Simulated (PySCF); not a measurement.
SMILES CC(=O)c1cccc(O)c1 (C8H8O2), GFN2-xTB optimised geometry.

```
18

C     -0.63    -2.67    -0.07
C     -1.38    -1.36     0.00
O     -2.59    -1.33     0.04
C     -0.56    -0.12     0.00
C      0.83    -0.11     0.00
C      1.51     1.10     0.00
C      0.82     2.30     0.00
C     -0.57     2.30     0.00
O     -1.22     3.49     0.00
C     -1.25     1.09     0.00
H      0.00    -2.78     0.81
H     -1.35    -3.49    -0.09
H     -0.01    -2.71    -0.96
H      1.39    -1.03     0.00
H      2.59     1.11     0.00
H      1.34     3.24     0.00
H     -2.17     3.35     0.00
H     -2.34     1.06     0.00
```

Density from PBE/def2-SVP (PySCF 2.14.0) at that geometry.

Minimum of the electron density along straight lines between bonded atoms, close to the bond critical point (lines longer than 1.1 times the sum of covalent radii, or with two minima, are not listed):

```tsv
bond	length / Å	ρ at the minimum / e bohr⁻³	∇²ρ there / e bohr⁻⁵	position (fraction from the first atom)
C1–C2	1.508	0.254	-0.58	0.49
C2–O3	1.211	0.406	0.39	0.33
C2–C4	1.486	0.264	-0.61	0.50
C4–C5	1.393	0.304	-0.73	0.50
C5–C6	1.384	0.309	-0.76	0.50
C6–C7	1.382	0.309	-0.76	0.50
C7–C8	1.394	0.308	-0.77	0.49
C8–O9	1.357	0.289	-0.33	0.34
C4–C10	1.394	0.302	-0.72	0.50
C8–C10	1.386	0.311	-0.77	0.51
C1–H11	1.088	0.272	-0.97	0.63
C1–H12	1.087	0.276	-1.02	0.64
C1–H13	1.087	0.272	-0.98	0.63
C5–H14	1.078	0.282	-1.05	0.63
C6–H15	1.080	0.282	-1.06	0.63
C7–H16	1.078	0.281	-1.06	0.64
O9–H17	0.965	0.355	-2.24	0.81
C10–H18	1.082	0.279	-1.05	0.64
```
